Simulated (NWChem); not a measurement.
The numbers come from NWChem runs, not from measurements. System: digermane (H6Ge2), charge 0, spin multiplicity 1, at a geometry optimised with PBE0/def2-SVP. Level: BP86/def2-TZVP.

Input file:

```
start mol
memory heap 200 mb stack 900 mb global 1100 mb
geometry units angstroms nocenter noautoz
  Ge     1.210341     0.051134     0.000000
  Ge    -1.210341    -0.051134     0.000000
  H      1.715200     0.795140     1.250636
  H      1.715200     0.795140    -1.250636
  H      1.806615    -1.369059     0.000000
  H     -1.715200    -0.795140     1.250636
  H     -1.715200    -0.795140    -1.250636
  H     -1.806615     1.369059     0.000000
  symmetry group C2h
end
basis spherical
  * library def2-tzvp
end
dft
  xc becke88 perdew86
  semidirect memsize 60000000 filesize 0
  iterations 100
end
task dft energy
```

NWChem printed:

```
             Northwest Computational Chemistry Package (NWChem) 7.3.0
             --------------------------------------------------------

                                NWChem Input Module
                                -------------------

 Scaling coordinates for geometry "geometry" by  1.889725989
 (inverse scale =  0.529177249)

 Turning off AUTOSYM since
 SYMMETRY directive was detected!

                             Geometry "geometry" -> ""
                             -------------------------

 Output coordinates in angstroms (scale by  1.889725989 to convert to a.u.)

  No.       Tag          Charge          X              Y              Z
 ---- ---------------- ---------- -------------- -------------- --------------
    1 Ge                  32.0000     1.21034100     0.05113400     0.00000000
    2 Ge                  32.0000    -1.21034100    -0.05113400     0.00000000
    3 H                    1.0000     1.71520000     0.79514000     1.25063600
    4 H                    1.0000     1.71520000     0.79514000    -1.25063600
    5 H                    1.0000     1.80661500    -1.36905900     0.00000000
    6 H                    1.0000    -1.71520000    -0.79514000     1.25063600
    7 H                    1.0000    -1.71520000    -0.79514000    -1.25063600
    8 H                    1.0000    -1.80661500     1.36905900     0.00000000

 Effective nuclear repulsion energy (a.u.)     322.9365348145

            Nuclear Dipole moment (a.u.)
            ----------------------------
        X                 Y               Z
 ---------------- ---------------- ----------------
    -0.0000000000     0.0000000000     0.0000000000

      Symmetry information
      --------------------

 Group name             C2h
 Group number             21
 Group order               4
 No. of unique centers     3

      Symmetry unique atoms

     1    3    5


 Summary of "ao basis" -> "" (spherical)
 ------------------------------------------------------------------------------
       Tag                 Description            Shells   Functions and Types
 ---------------- ------------------------------  ------  ---------------------
[...]
 Vector   35  Occ=2.000000D+00  E=-2.659737D-01  Symmetry=ag
              MO Center=  1.2D-14,  1.6D-15,  1.7D-15, r^2= 3.6D+00
   Bfn.  Coefficient  Atom+Function         Bfn.  Coefficient  Atom+Function
  ----- ------------  ---------------      ----- ------------  ---------------
    16      0.341309  1 Ge px                64     -0.341309  2 Ge px
    19      0.212323  1 Ge px                67     -0.212323  2 Ge px
    10     -0.158698  1 Ge px                58      0.158698  2 Ge px
    98      0.084924  3 H  s                104      0.084924  4 H  s
   110      0.084924  5 H  s                116      0.084924  6 H  s

 Vector   36  Occ=0.000000D+00  E=-2.306844D-02  Symmetry=bu
              MO Center= -2.7D-15,  2.2D-16,  1.9D-15, r^2= 6.8D+00
   Bfn.  Coefficient  Atom+Function         Bfn.  Coefficient  Atom+Function
  ----- ------------  ---------------      ----- ------------  ---------------
     6      1.572225  1 Ge s                 54     -1.572225  2 Ge s
    19     -0.939171  1 Ge px                67     -0.939171  2 Ge px
    99     -0.293592  3 H  s                105     -0.293592  4 H  s
   111     -0.293452  5 H  s                117      0.293592  6 H  s
   123      0.293592  7 H  s                129      0.293452  8 H  s

 Vector   37  Occ=0.000000D+00  E=-7.181250D-03  Symmetry=bu
              MO Center= -1.8D-13, -1.3D-13,  6.5D-14, r^2= 5.0D+00
   Bfn.  Coefficient  Atom+Function         Bfn.  Coefficient  Atom+Function
  ----- ------------  ---------------      ----- ------------  ---------------
    20      0.734270  1 Ge py                68      0.734270  2 Ge py
   111      0.705271  5 H  s                129     -0.705271  8 H  s
    99     -0.352600  3 H  s                105     -0.352600  4 H  s
   117      0.352600  6 H  s                123      0.352600  7 H  s
    17      0.192008  1 Ge py                65      0.192008  2 Ge py

 Vector   38  Occ=0.000000D+00  E=-7.180314D-03  Symmetry=au
              MO Center= -4.3D-13,  1.8D-13, -3.3D-14, r^2= 5.0D+00
   Bfn.  Coefficient  Atom+Function         Bfn.  Coefficient  Atom+Function
  ----- ------------  ---------------      ----- ------------  ---------------
    21      0.734924  1 Ge pz                69      0.734924  2 Ge pz
    99     -0.610770  3 H  s                105      0.610770  4 H  s
   117     -0.610770  6 H  s                123      0.610770  7 H  s
    18      0.192180  1 Ge pz                66      0.192180  2 Ge pz
    98     -0.138833  3 H  s                104      0.138833  4 H  s

 center of mass
 --------------
 x =   0.00000000 y =   0.00000000 z =   0.00000000

 moments of inertia (a.u.)
 ------------------
          46.490403632217         -34.505556155814           0.000000000000
         -34.505556155814         861.783405969191           0.000000000000
           0.000000000000           0.000000000000         863.240419947829

     Multipole analysis of the density
     ---------------------------------

     L   x y z        total         alpha         beta         nuclear
     -   - - -        -----         -----         ----         -------
     0   0 0 0     -0.000000    -35.000000    -35.000000     70.000000

     1   1 0 0      0.000000      0.000000      0.000000     -0.000000
     1   0 1 0      0.000000      0.000000      0.000000      0.000000
     1   0 0 1      0.000000      0.000000      0.000000      0.000000

     2   2 0 0    -30.199653   -215.169742   -215.169742    400.139832
     2   1 1 0     -0.027684     -7.994286     -7.994286     15.960888
     2   1 0 1      0.000000      0.000000      0.000000      0.000000
     2   0 2 0    -29.544656    -26.280039    -26.280039     23.015422
     2   0 1 1     -0.000000     -0.000000     -0.000000      0.000000
     2   0 0 2    -29.543439    -25.942654    -25.942654     22.341870

 Task  times  cpu:        3.1s     wall:        3.1s

 Total times  cpu:        3.1s     wall:        3.1s
```
